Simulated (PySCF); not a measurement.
## Spinor energies of Hf⁵⁷⁺ (hafnium, charge +57)

Start: [Ne] 3s2 3p3; 3p1/2 filled at m_j = -1/2, +1/2; 3p3/2 filled at m_j = +3/2. Calculated with PySCF 2.14 in an even-tempered Gaussian basis (18 s from 17 bohr⁻², ratio 2.4; 14 p from 22 bohr⁻², ratio 2.4; 4 d from 76 bohr⁻², ratio 2.6; 4 f from 110 bohr⁻², ratio 2.6): generalised Hartree-Fock with the X2C-1e Hamiltonian and a Gaussian nucleus; one run each with spin-orbit coupling (SO) switched off, then screened by Boettger's factors.

```tsv
spinor shell	electrons	ε, spin-free (eV)	ε, screened SO (eV)	weight of nominal j (screened SO)	rms radius, screened SO (bohr)
1s1/2	2	-70112.2	-70084.6	1.000	0.0215
2s1/2	2	-15591.2	-15579.8	1.000	0.0857
2p1/2	2	-14228.7	-15099.0	1.000	0.0728
2p3/2	4	-14228.7	-13862.3	1.000	0.0797
3s1/2	2	-6207.6	-6203.1	1.000	0.206
3p1/2	2	-5828.0	-6031.6	1.000	0.195
3p3/2	1	-5828.0	-5718.3	1.000	0.206
```

| quantity | spin-free | screened SO |
| --- | --- | --- |
| E (hartree) | -11545.02106 | -11569.76775 |
| M_J | 3/2 | 3/2 |
| ⟨J²⟩ | 3.750 | 3.750 |
| ⟨L²⟩ | 0.000 | 2.576 |
| ⟨S²⟩ | 3.750 | 1.500 |

Each row is a mean over spinors that exchange with the open shell spreads, by up to 29.387 eV (3s1/2).

Breit and QED terms are absent; they matter most for the inner s and p1/2 levels.

Densities and radii are taken from the X2C orbitals without a picture-change correction, which distorts them close to the nucleus.

Without spin-orbit coupling the j labels of p, d and f shells carry no meaning; the spin-free column gives the mean over the occupied spinors of each nl shell.
